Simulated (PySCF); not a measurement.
Dipole response of Tc⁺ (technetium, charge +1)

[Kr] 4d5 5s1, high-spin 7S determinant. All numbers are calculated (PySCF 2.14, a scalar-relativistic core potential, in aug-cc-pwCVTZ-PP with ECP28MDF). Coupled (time-dependent) response in atomic units; α is the mean over directions.

```json
{"method": "BP86", "mean α (bohr³)": "33.47", "C₆ (like pair)": "249.1", "S(−4)": "620.6"}
```

S(−4) is the Cauchy moment in α(ω) = α(0) + S(−4) ω² + …

α(iu) at BP86:

```csv
u (hartree),α(iu) (bohr³)
0,33.47
0.0500,32.01
0.100,28.49
0.200,20.78
0.300,15.39
0.500,9.730
0.750,6.495
1.00,4.764
1.50,2.939
2.00,2.000
3.00,1.086
5.00,0.4549
```

For an ion, C₆ is the dispersion term alone; charge-induced terms of lower order in 1/R come first.

Energies and moments cover only the electrons outside the core potential.
